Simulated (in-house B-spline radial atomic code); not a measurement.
A fraction x of an electron is removed from 4d in the zirconium ion Zr²⁺, starting from [Kr] 4d2 and keeping the highest spin. Method: scalar-relativistic (X2C) LC-wPBE, spin-polarised, spherical fractional occupations, Fermi nucleus of rms radius 4.2694 fm. Calculated with a B-spline radial code for spherical atoms.

Caution: exact exchange at fractional occupations of open shells leaves self-interaction of up to several eV.

| x | E(x) - E(0) (eV) | 4d up level (eV) |
| --- | --- | --- |
| 0 | 0.0000 | -17.102 |
| 0.05 | 0.8655 | -17.517 |
| 0.14 | 2.4761 | -18.274 |
| 0.31 | 5.7060 | -19.729 |
| 0.44 | 8.3445 | -20.865 |
| 0.5 | 9.6123 | -21.396 |
| 0.51 | 9.8268 | -21.485 |
| 0.72 | 14.5366 | -23.378 |
| 0.77 | 15.7170 | -23.835 |
| 0.95 | 20.1572 | -25.505 |
| 1 | 21.4442 | -25.975 |

The exact functional would give a straight line between the two integer points. Deviations E(x) - E(0) - x[E(1) - E(0)], in eV: -0.207 at x = 0.05, -0.526 at x = 0.14, -0.942 at x = 0.31, -1.091 at x = 0.44, -1.11 at x = 0.5, -1.11 at x = 0.51, -0.903 at x = 0.72, -0.795 at x = 0.77, -0.215 at x = 0.95.

The curve lies below the straight line by up to 1.11 eV (at x = 0.5): convex, the delocalisation error, to which spherically averaged exact exchange adds.

**Question.** How well does Slater's transition state (minus the level at half occupation) give the ionisation energy?

**Answer.** It gives 21.396 eV against 21.444 eV from the two total energies; NIST lists 23.17 eV, ground level to ground level. The end point has an open shell averaged over its orbitals, so its exact exchange keeps a self-interaction and this is no true integer point.
